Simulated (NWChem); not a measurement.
# C3H3 cation

```xyz
6

C      0.0000     0.0000    -1.3386
C      0.0000     0.0000    -0.1033
C      0.0000     0.0000     1.2447
H      0.0000     0.0000    -2.4259
H      0.0000     0.9468     1.8079
H      0.0000    -0.9468     1.8079
```
Atoms are numbered in this order, from 1.

Geometry: optimised at PBE0/def2-SVP.

Task: Give the principal values of the shielding tensors (ppm) of C1, C2, C3 from Hartree-Fock/6-31G* (spherical d), GIAO (NWChem), with their diamagnetic and paramagnetic parts as GIAO splits them.

Result: 
```json
[
 {"atom": "C1", "σ11": "-627.5", "σ22": "-38.3", "σ33": "64.4", "isotropic": "-200.4", "diamagnetic": "277.8", "paramagnetic": "-478.3"},
 {"atom": "C2", "σ11": "13.4", "σ22": "33.2", "σ33": "389.3", "isotropic": "145.3", "diamagnetic": "252.9", "paramagnetic": "-107.6"},
 {"atom": "C3", "σ11": "-234.2", "σ22": "-113.8", "σ33": "187.0", "isotropic": "-53.7", "diamagnetic": "259.2", "paramagnetic": "-312.8"}
]
```
